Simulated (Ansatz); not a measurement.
`CNCC=S` and `C[SiH2]CC=S` differ in one atom or group.

Ansatz, PBE0-D4/def2-TZVP geometries, multiplicity 1. Each molecule was computed in one conformer, which needn't be the lowest.

| property | `CNCC=S` |
| --- | --- |
| HOMO energy (B3LYP/def2-TZVPP) / eV | -6.21 |
| HOMO–LUMO gap (B3LYP/def2-TZVPP) / eV | 3.87 |
| HOMO energy (ωB97M-V/def2-TZVPP) / eV | -8.67 |
| LUMO energy (B3LYP/def2-TZVPP) / eV | -2.34 |
| LUMO energy (PBE0/def2-TZVPP) / eV | -2.14 |
| HOMO–LUMO gap (PBE0/def2-TZVPP) / eV | 4.30 |

What does the change do to each property? (Estimate.)

The calculation gave: 
| property | `C[SiH2]CC=S` | shift |
| --- | --- | --- |
| HOMO energy (B3LYP/def2-TZVPP) / eV | -6.10 | 0.11 |
| HOMO–LUMO gap (B3LYP/def2-TZVPP) / eV | 3.90 | 0.03 |
| HOMO energy (ωB97M-V/def2-TZVPP) / eV | -8.56 | 0.11 |
| LUMO energy (B3LYP/def2-TZVPP) / eV | -2.20 | 0.14 |
| LUMO energy (PBE0/def2-TZVPP) / eV | -2.01 | 0.13 |
| HOMO–LUMO gap (PBE0/def2-TZVPP) / eV | 4.32 | 0.02 |

B3LYP here is the variant with VWN-RPA as its local correlation; programs differ in this.
